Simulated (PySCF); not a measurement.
Isomers of C2H16Si5, mass 180.010 u with the commonest isotopes. Theory: PBE0/pcSseg-1 in PySCF (dipole) on a GFN2-xTB geometry, gas phase. One conformer each, none proved a minimum here; rigid rotors.

Question: Order these by radius of gyration √(Σ m r²/M), largest first.
A. `[CH3:1][SiH2:2][SiH2:3][SiH2:4][SiH2:5][CH2:6][SiH3:7]` with C1–Si2–Si3–Si4 58°, Si2–Si3–Si4–Si5 61°, Si3–Si4–Si5–C6 -175°, Si4–Si5–C6–Si7 68°
B. `[CH3:1][SiH2:2][Si@H:3]([SiH3:4])[SiH2:5][CH2:6][SiH3:7]` with C1–Si2–Si3–Si4 58°, Si2–Si3–Si5–C6 -79°, Si3–Si5–C6–Si7 -72°
C. `[CH3:1][Si@@H:2]([CH2:3][SiH3:4])[SiH:5]([SiH3:6])[SiH3:7]` with C1–Si2–C3–Si4 64°, C1–Si2–Si5–Si6 -34°
D. `[CH3:1][SiH2:2][Si@@H:3]([CH2:4][SiH3:5])[SiH2:6][SiH3:7]` with C1–Si2–Si3–C4 -168°, Si2–Si3–C4–Si5 -173°, Si2–Si3–Si6–Si7 -79°
E. `[SiH3:1][CH2:2][SiH2:3][Si@@H:4]([SiH3:5])[CH2:6][SiH3:7]` with Si1–C2–Si3–Si4 71°, C2–Si3–Si4–Si5 83°, Si3–Si4–C6–Si7 172°

Answer: A (2.935 Å), E (2.840 Å), B (2.742 Å), D (2.640 Å), C (2.593 Å).

Question: Order these by out-of-plane moment Σ m c² = (Ia + Ib − Ic)/2, smallest first.
A. `[CH3:1][SiH2:2][SiH2:3][SiH2:4][SiH2:5][CH2:6][SiH3:7]` with C1–Si2–Si3–Si4 58°, Si2–Si3–Si4–Si5 61°, Si3–Si4–Si5–C6 -175°, Si4–Si5–C6–Si7 68°
B. `[CH3:1][Si@@H:2]([CH2:3][SiH3:4])[SiH:5]([SiH3:6])[SiH3:7]` with C1–Si2–C3–Si4 64°, C1–Si2–Si5–Si6 -34°
C. `[CH3:1][SiH2:2][Si@@H:3]([CH2:4][SiH3:5])[SiH2:6][SiH3:7]` with C1–Si2–Si3–C4 -168°, Si2–Si3–C4–Si5 -173°, Si2–Si3–Si6–Si7 -79°
D. `[SiH3:1][CH2:2][SiH2:3][C:4]([SiH3:5])([SiH3:6])[SiH3:7]` with Si1–C2–Si3–C4 180°
E. `[CH3:1][SiH2:2][Si@H:3]([SiH3:4])[SiH2:5][CH2:6][SiH3:7]` with C1–Si2–Si3–Si4 58°, Si2–Si3–Si5–C6 -79°, Si3–Si5–C6–Si7 -72°
F. `[SiH3:1][CH2:2][SiH2:3][Si@@H:4]([SiH3:5])[CH2:6][SiH3:7]` with Si1–C2–Si3–Si4 71°, C2–Si3–Si4–Si5 83°, Si3–Si4–C6–Si7 172°
G. `[CH3:1][SiH2:2][CH2:3][Si:4]([SiH3:5])([SiH3:6])[SiH3:7]` with C1–Si2–C3–Si4 180°

Answer: C (94.89 u·Å²), A (100.64 u·Å²), F (114.48 u·Å²), E (114.90 u·Å²), B (130.28 u·Å²), D (170.35 u·Å²), G (241.72 u·Å²).

Question: Order these by rotational constant A, largest first.
A. `[CH3:1][SiH2:2][Si@@H:3]([CH2:4][SiH3:5])[SiH2:6][SiH3:7]` with C1–Si2–Si3–C4 -168°, Si2–Si3–C4–Si5 -173°, Si2–Si3–Si6–Si7 -79°
B. `[CH3:1][SiH2:2][SiH2:3][SiH2:4][SiH2:5][CH2:6][SiH3:7]` with C1–Si2–Si3–Si4 58°, Si2–Si3–Si4–Si5 61°, Si3–Si4–Si5–C6 -175°, Si4–Si5–C6–Si7 68°
C. `[CH3:1][SiH2:2][Si@H:3]([SiH3:4])[SiH2:5][CH2:6][SiH3:7]` with C1–Si2–Si3–Si4 58°, Si2–Si3–Si5–C6 -79°, Si3–Si5–C6–Si7 -72°
D. `[SiH3:1][CH2:2][SiH2:3][Si@@H:4]([SiH3:5])[CH2:6][SiH3:7]` with Si1–C2–Si3–Si4 71°, C2–Si3–Si4–Si5 83°, Si3–Si4–C6–Si7 172°
E. `[CH3:1][Si@@H:2]([CH2:3][SiH3:4])[SiH:5]([SiH3:6])[SiH3:7]` with C1–Si2–C3–Si4 64°, C1–Si2–Si5–Si6 -34°
F. `[CH3:1][SiH2:2][CH2:3][Si:4]([SiH3:5])([SiH3:6])[SiH3:7]` with C1–Si2–C3–Si4 180°

Answer: B (1457 MHz), D (1283 MHz), E (1200 MHz), C (1167 MHz), F (1009 MHz), A (911.3 MHz).

```tsv
SMILES	point group	Ia (u·Å²)	Ib (u·Å²)	Ic (u·Å²)	κ	μa (D)	μb (D)	μc (D)
C[SiH2][Si@@H](C[SiH3])[SiH2][SiH3]	C1	554.60	795.04	1159.87	-0.16	0.55	0.14	0.10
C[SiH2][Si@H]([SiH3])[SiH2]C[SiH3]	C1	433.06	1035.20	1238.47	-0.79	0.02	0.78	0.45
C[SiH2][SiH2][SiH2][SiH2]C[SiH3]	C1	346.85	1304.70	1450.27	-0.93	0.52	0.08	0.14
C[Si@@H](C[SiH3])[SiH]([SiH3])[SiH3]	C1	421.11	919.21	1079.77	-0.78	0.72	0.62	0.10
[SiH3]C[SiH2]C([SiH3])([SiH3])[SiH3]	Cs	348.74	1009.06	1017.10	-0.99	0.01	0.50	0.00
C[SiH2]C[Si]([SiH3])([SiH3])[SiH3]	Cs	501.03	949.02	966.62	-0.96	1.09	0.00	0.86
[SiH3]C[SiH2][Si@@H]([SiH3])C[SiH3]	C1	393.84	1172.38	1337.26	-0.88	0.34	0.01	0.58
```
